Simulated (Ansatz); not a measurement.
Species: BAsH$_{3}$, charge 0, doublet. BAsH3 (SMILES [BH][AsH2], doublet).
B3LYP-D3(BJ)/def2-TZVP minimum from Ansatz (a first-principles code):
```
As
H 1 1.5162
H 1 1.5230 2 96.38
B 1 1.9707 2 99.74 3 102.08
H 4 1.1865 1 131.60 2 -150.25
```
Charge 0, spin multiplicity 2.

Quantity: atomisation energy (electronic, to ground-state atoms), in kcal/mol. UHF or UKS for unpaired electrons; spin-orbit terms are left out. Cores are frozen in correlated methods (noble-gas shells, and filled d and f shells in the p block). No relativity. CBS(X,Y): correlation extrapolated as X^-3, Hartree-Fock from the larger set. A bracket is a step between two methods taken in the basis named. Double hybrids freeze cores in their MP2 part. Where a partner has so few electrons that a lower coupled-cluster level is exact, that level stands in.

CCSD(T)/CBS(cc-pVTZ,cc-pVQZ) + [CCSDT(Q) - CCSD(T)]/cc-pVTZ + [CCSDTQ - CCSDT(Q)]/cc-pVDZ (Ansatz) gives 283.5 kcal/mol.

**Question.** What does PBE/def2-TZVPD (Ansatz) give here, and how do the other levels compare?

**Answer.** PBE gives 292.3 kcal/mol, 8.8 kcal/mol above it. Differences of the others: PBE0/def2-TZVPD (Ansatz) 4.6; wB97M-V/def2-TZVPD (Ansatz) 3.0; B2PLYP/def2-TZVPD (Ansatz) -0.2; CCSD(T)/CBS(cc-pVTZ,cc-pVQZ) (Ansatz) -0.5 kcal/mol.
